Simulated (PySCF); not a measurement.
**C₆ coefficients of unlike pairs at UHF**

Calculated with PySCF 2.14 from the dipole response of each species, C₆(A,B) = (3/π) ∫ α_A(iu) α_B(iu) du, in atomic units, from isotropic polarisabilities. For ions this is the dispersion term alone; charge-induced terms of lower order in 1/R come first.

```json
{"species": "Os²⁺", "configuration": "[Xe] 4f14 5d6 (5D)", "basis": "aug-cc-pVTZ-PP with ECP60MDF (6s6p5d3f2g)", "relativity": "core potential", "α (bohr³)": "10.48", "C₆ (like pair)": "65.76"}
{"species": "Ga³⁺", "configuration": "[Ar] 3d10 (1S)", "basis": "def2-QZVPPD (12s7p5d4f1g)", "relativity": "none", "α (bohr³)": "1.173", "C₆ (like pair)": "2.445"}
{"species": "F³⁺", "configuration": "[He] 2s2 2p2 (3P)", "basis": "aug-cc-pVDZ (4s3p2d)", "relativity": "none", "α (bohr³)": "0.9782", "C₆ (like pair)": "0.8570"}
{"species": "As²⁺", "configuration": "[Ar] 3d10 4s2 4p1 (2P)", "basis": "dyall-av3z (24s17p11d2f)", "relativity": "spin-free X2C", "α (bohr³)": "10.84", "C₆ (like pair)": "47.34"}
```

**Question.** Estimate C₆ for F³⁺ with Ga³⁺.

**Answer.** The integral gives 1.391. The combination rule 2 C_A C_B / (C_A α_B/α_A + C_B α_A/α_B) gives 1.367 and the geometric mean 1.447.

No spin-orbit coupling is included.

The other pairs:

```tsv
pair	C₆
F³⁺, Os²⁺	7.385
As²⁺, F³⁺	5.828
As²⁺, Ga³⁺	8.427
Ga³⁺, Os²⁺	11.40
As²⁺, Os²⁺	54.14
```
